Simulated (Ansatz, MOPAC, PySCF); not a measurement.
Isomers of CH6GaN: 1 is [GaH]([CH3])[NH2], 2 is C[NH][GaH2]; one conformer of each (the lowest of an xTB search), B3LYP-D3(BJ)/def2-TZVP minima.
Isomer 1 (charge 0, multiplicity 1):
```tsv
atom	x (Å)	y (Å)	z (Å)
C	-1.4743	-0.2869	0.1363
Ga	0.2260	0.7159	0.1618
N	1.7746	-0.2271	-0.0822
H	-1.3060	-1.3508	-0.0315
H	-2.1273	0.0906	-0.6529
H	-2.0031	-0.1637	1.0833
H	0.4040	2.2584	0.3717
H	2.6926	0.1863	-0.0867
H	1.8135	-1.2227	-0.2285
```
Isomer 2 (charge 0, multiplicity 1):
```csv
atom,x (Å),y (Å),z (Å)
C,-1.2755,0.1582,0.1419
N,-0.0159,-0.5642,0.1384
Ga,1.6673,0.1157,-0.0492
H,-1.9381,-0.1609,-0.6707
H,-1.8211,0.0346,1.0843
H,-1.0879,1.2249,0.0105
H,-0.1316,-1.5595,0.2569
H,2.8406,-0.9139,-0.0128
H,1.7623,1.6650,-0.2279
```

No zero-point or thermal terms.

Rows in 6-31G* carry no dispersion term and start afresh at each structure (6-31G* with six Cartesian d functions); the Pople sets are all-electron and without relativity. The state reached by PM3 isn't checked.

The values were computed with Ansatz (a first-principles code); MOPAC for PM3 (differences of heats of formation); PySCF for 6-31G* rows, the dispersion terms. Each number belongs to the level named beside it.

Q: One of these levels gives 16.29 kcal/mol for the electronic energy of isomer 2 less that of isomer 1. Which?
A. PBE-D4/def2-TZVPP
B. M06-2X/6-31G*
C. PM3

A: A, PBE-D4/def2-TZVPP. The others give 4.39 (PM3), 14.09 (M06-2X/6-31G*)
